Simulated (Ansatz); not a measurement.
This geometry of CH5Ga + ClH (9 atoms, charge 0, multiplicity 1) is a first-order saddle point.

Level of theory: RKS B3LYP-D4/def2-SVP (Ansatz).

```xyz
9
Properties=species:S:1:pos:R:3
Ga 0.013 -0.055 -0.023
H -0.137 -0.070 1.674
H 1.458 0.361 -0.433
C -1.728 0.006 -0.931
H -2.464 -0.606 -0.390
H -2.096 1.045 -0.973
H -1.638 -0.369 -1.961
Cl 0.255 -2.495 0.842
H 0.025 -1.210 1.573
```

(1) Which two structures does it join? (They come from a converged band through this point; their orientation in space is the band's.)

(2) How far does it lie above each of them?

## Answers

(1) Bonds broken: Ga1–H2, Cl8–H9. Bonds formed: Ga1–Cl8, H2–H9. CH5Ga + ClH becomes CH4ClGa + H2.

Initial state:

```xyz
9
Properties=species:S:1:pos:R:3
Ga -0.046 0.251 0.069
H -0.118 0.564 1.622
H 1.352 0.367 -0.653
C -1.725 0.045 -0.965
H -2.497 -0.483 -0.383
H -2.123 1.045 -1.214
H -1.561 -0.493 -1.912
Cl 0.223 -2.534 0.789
H 0.184 -2.156 2.025
```

Final state:

```xyz
9
Properties=species:S:1:pos:R:3
Ga 0.144 -0.598 -0.454
H -0.317 0.229 2.115
H 1.466 0.240 -0.446
C -1.690 -0.078 -0.930
H -2.418 -0.709 -0.398
H -1.880 0.982 -0.700
H -1.836 -0.225 -2.014
Cl 0.425 -2.713 0.027
H -0.205 -0.522 2.179
```

(2) 0.208 eV above the first and 1.239 eV above the second. This is the barrier of this one path; another mechanism may lie lower. The orbitals stay closed-shell, which can raise the energy where a bond breaks towards radicals; this wasn't checked here.

The run took 3.4 min on 2 threads of Intel(R) Xeon(R) Platinum 8259CL CPU @ 2.50GHz (Skylake/Cascade Lake) (shared host), peak memory 0.25 GiB.
